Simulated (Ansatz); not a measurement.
`N[CH](F)[AlH][OH]` + HCl → `[OH][AlH][Cl]` + `NCF`  (ligand exchange at the Al–C bond)

Isolated molecules relaxed with PBE0-D4/def2-TZVP in Ansatz; ΔE leaves out vibrations. CCSD(T)/CBS adds triple-zeta CCSD(T) − MP2 to the extrapolated MP2 energy (def2 sets, frozen cores). This one scheme is used for every species. Functionals use def2-TZVPP. B3LYP here is the variant with VWN-RPA as its local correlation; programs differ in this. One conformer a species, not always the lowest.

| level | ΔE (kJ/mol) | difference from CCSD(T)/CBS |
| --- | --- | --- |
| B3LYP-D4 | -196.3 | 4.9 |
| ωB97X-V | -199.7 | 1.5 |
| ωB97M-V | -198.4 | 2.8 |
| B2PLYP | -203.4 | -2.2 |
| PBE0 | -200.8 | 0.4 |
| B3LYP | -200.5 | 0.7 |
| SCS-MP2/def2-TZVPP | -206.2 | -5.0 |
| CCSD/def2-TZVPP | -203.8 | -2.6 |
| SCS-MP2/def2-QZVPP | -206.6 | -5.4 |
| CCSD/CBS(def2) | -204.3 | -3.1 |
| CCSD(T)/CBS | -201.2 | 0 |

Largest T1 diagnostic among the species: 0.013.

In def2-TZVPP, CCSD(T) changes the Hartree–Fock value by +25.8 kJ/mol (the triples alone add +3.1 kJ/mol) and MP2 by +19.8 kJ/mol. From PBE to PBE0 (25 % exact exchange), in def2-TZVPP and without D4, ΔE moves by −10.4 kJ/mol.
